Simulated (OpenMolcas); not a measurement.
Ce3+ among 4 point charges of -1.5 e arranged as a tetrahedron (Td), 2.66 Å from the ion.
```
   1.5358    1.5358    1.5358  -1.50
   1.5358   -1.5358   -1.5358  -1.50
  -1.5358    1.5358   -1.5358  -1.50
  -1.5358   -1.5358    1.5358  -1.50
```

```yaml
Program: OpenMolcas 26.06
Method: CASSCF
Basis: ANO-RCC-VTZP [8s7p5d3f2g1h]
Scalar_Hamiltonian: DKH2, point nucleus
Active_space: 1 electron in 7 orbitals (4f)
State_averaging: 2S+1 = 2 odd, 7 roots
Spin-orbit_coupling: state interaction with AMFI integrals over the reference wave functions
```

Question: What is the spin-free ground state (labels of Td)?

Answer: 2T2, 3-fold in its orbital part, 100 % from free-ion F terms; it has the highest spin that f1 allows.

Question: Where is the first state of the same spin?

Answer: 2T1 at 139 cm-1 above the ground state.

Question: What are the lowest two levels with spin-orbit coupling?

Answer: A 4-fold level Γ8, then a 2-fold level Γ6 173.1 cm-1 above it. Their leading multiplicities are 2 (100 %) and 2 (100 %).

Question: What is χT at 300 K, and how does it compare with the textbook value?

Answer: Hund's rules give f1 the level 2F5/2 with g = 0.857, so an isolated free-ion multiplet has χT = g² J(J+1) / 8 = 0.804 cm3 K/mol. The computed 0.792 at 300 K differs by -1 %, through the field's splitting, the mixing of terms and any other multiplet in reach.

Point charges carry no covalency, so the field is a model and not that of real ligands. No measured value stands beside these numbers.
